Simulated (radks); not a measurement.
Initial-state core-level shifts of neutral germanium when its valence configuration changes from [Ar] 3d10 4s2 4p2. Method: Dirac Kohn-Sham, LDA (Slater exchange, Perdew-Wang correlation), spin-unpolarised, spherical densities, point nucleus; open shells fill j = l - 1/2 first; computed with a radial shooting solver on a logarithmic mesh with Libxc functionals. Shifts are changes of the shell-averaged eigenvalues in eV (positive: less bound).

valence                2s       2p       3s       3p
3d10 4s1.5 4p2.5   -0.905   -0.905   -0.928   -0.925
3d10 4s1 4p3       -1.771   -1.770   -1.818   -1.812
3d9 4s2 4p3       -12.814  -12.700  -10.645  -10.423
3d8 4s1 4p5       -28.274  -28.025  -23.243  -22.782
3d9 4s1.5 4p3.5   -13.640  -13.523  -11.482  -11.256
3d7 4s2 4p5       -41.796  -41.424  -33.176  -32.499
3d8 4s2 4p4       -26.765  -26.525  -21.727  -21.275
3d8 4s0.5 4p5.5   -29.001  -28.747  -23.974  -23.509
3d9 4s1 4p4       -14.439  -14.319  -12.293  -12.063
